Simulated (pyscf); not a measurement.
`[NH2][SiH][Cl]` [doublet] -> `[NH][SiH2][Cl]` [doublet] (hydrogen shift; doublet surface; H–N broken, H–Si formed). PySCF, gas phase, ωB97X-D3(BJ)/def2-SVP geometries. MP2 and CC: frozen core, UHF for open shells. ΔMP2 is the change of the MP2 total energy from the triple- to the quadruple-zeta basis. Energies in kcal/mol from the reactant's lowest minimum found.

| level | barrier | reaction energy |
|---|---|---|
| PBE0-D3(BJ)/def2-TZVP | 49.8 | +22.5 |
| M06-2X/def2-TZVP | 54.2 | +23.6 |
| HF/def2-TZVP | 59.2 | +9.6 |
| MP2/def2-QZVPP | 57.0 | +26.3 |
| CCSD/def2-TZVPP | 52.6 | +19.4 |
| CCSD(T)/def2-TZVPP | ? | +20.5 |
| CCSD(T)/def2-TZVPP + ΔMP2(QZVPP) | ? | ? |

Problem. Fill in the missing entries.

Solution. 
- CCSD(T)/def2-TZVPP, barrier: 50.9
- CCSD(T)/def2-TZVPP + ΔMP2(QZVPP), barrier: 51.1
- CCSD(T)/def2-TZVPP + ΔMP2(QZVPP), reaction energy: +21.3

This is the saddle that the search found; another between the same sides may lie lower. The CCSD(T) − MP2 part came from Ansatz, without density fitting, on the same reference.
